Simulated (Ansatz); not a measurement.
B(H)3 cation (BH3), SMILES B (connectivity only; charge and spin as stated), charge +1, multiplicity 2.

Geometry optimised at r2SCAN-D4/def2-TZVPD. The spin state was assumed, not searched. The isomer is the one that the SMILES or the coordinates give; other isomers of the formula were not compared.

Two levels are set side by side: PBE/def2-TZVPD (Ansatz, a first-principles code) and CAM-B3LYP/def2-TZVPD (Ansatz). Energy differences of separate SCF runs at the same geometry; the states with an electron removed or added have multiplicity 1 and 1. Differences are taken from unrounded values.

```json
[
 {"quantity": "vertical ionisation energy (eV)", "CAM-B3LYP": "21.45", "PBE": "21.38", "PBE minus CAM-B3LYP": "-0.08"},
 {"quantity": "vertical electron affinity (eV)", "CAM-B3LYP": "10.36", "PBE": "10.25", "PBE minus CAM-B3LYP": "-0.11"}
]
```

On these quantities the two levels nearly agree.
